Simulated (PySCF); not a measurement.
Excitations are Tamm–Dancoff values on a coarser integration grid. The basis has no diffuse functions, so Rydberg states are missing or too high.

Cartesian coordinates (Å):
```xyz
11

C      2.2328     0.2603    -0.1019
C      1.0768     0.0150     0.4394
C     -0.0873    -0.2410     0.9631
C     -1.3327    -0.4544     0.1526
O     -2.3412     0.4810     0.4746
H      2.9156    -0.5436    -0.3576
H      2.5532     1.2761    -0.3097
H     -0.1918    -0.2852     2.0451
H     -1.7610    -1.4343     0.3794
H     -1.0851    -0.4342    -0.9153
H     -1.9793     1.3604     0.3341
```
Charge 0, spin multiplicity 1.

Question: Predict the brightest of the four lowest singlets (TDA), HOMO–LUMO gap and S1–T1 gap (TDA) from ωB97X-D3(BJ)/def2-TZVP // PBE0-D3(BJ)/def2-TZVP (PySCF).

Answer: 
| Property | Value |
|---|---|
| brightest of the four lowest singlets (TDA) | 7.48 eV |
| HOMO–LUMO gap | 12.19 eV |
| S1–T1 gap (TDA) | 1.31 eV |
